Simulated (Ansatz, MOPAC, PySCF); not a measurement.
Noncovalent pair: H2 (SMILES [H][H]) (first 2 atoms) with C4H6 (SMILES C=CC=C); geometry from B3LYP-D3(BJ)/def2-TZVP, rigid monomers moved along the line of their centres of mass till H2···C4 is 3.56 Å.
(charge 0, multiplicity 1):
```xyz
12

H     -0.39781    -0.77197    -0.13853
H     -0.31462    -0.32971     0.45481
C      0.97630     1.61743     3.10201
C      0.06684     0.90789     3.77235
C      0.19561    -0.50585     4.07516
C     -0.71768    -1.21617     4.73892
H      1.89025     1.16204     2.73843
H      0.83732     2.67006     2.89626
H     -0.83934     1.39496     4.12204
H      1.10144    -0.99327     3.72529
H     -0.58137    -2.26985     4.94111
H     -1.63242    -0.76056     5.10024
```

Interaction energies are E(AB) − E(A) − E(B) at the monomers' geometry in the complex; basis-set methods are counterpoise corrected. Rows marked so take none.

Cores are frozen in the correlated methods. Rows in 6-311+G**, 6-31G* carry no dispersion term and start afresh at each structure (6-31G* with six Cartesian d functions). MP2/6-31G* freezes PySCF's default core. The state that AM1, PM3, PM6, PM7 reach isn't checked; PM7 holds dispersion and hydrogen-bond terms.

Codes used: Ansatz (an electronic-structure program); MOPAC for AM1, PM3, PM6, PM7 (differences of heats of formation); PySCF for 6-311+G** rows, 6-31G* rows, the dispersion terms. 

Other levels give for the interaction energy: PBE/def2-TZVPPD -0.32; B3LYP/def2-TZVPPD 0.04; B3LYP-D3(BJ)/def2-TZVPPD -0.40; wB97M-V/def2-TZVPPD -0.43; CCSD(T)/aug-cc-pVDZ -0.40 kcal/mol.

Task: What do these common cheap choices give for the same quantity: AM1, PM3, PM6, PM7, HF/6-31G* (no counterpoise), BP86/6-31G* (no counterpoise), B3LYP/6-311+G** (no counterpoise), MP2/6-31G* (no counterpoise)?

Result: AM1 0.09; PM3 -0.02; PM6 -0.02; PM7 -0.35; HF/6-31G* (no counterpoise) -0.24; BP86/6-31G* (no counterpoise) 0.02; B3LYP/6-311+G** (no counterpoise) 0.03; MP2/6-31G* (no counterpoise) -0.44 kcal/mol. They span -0.44 to 0.09 kcal/mol.
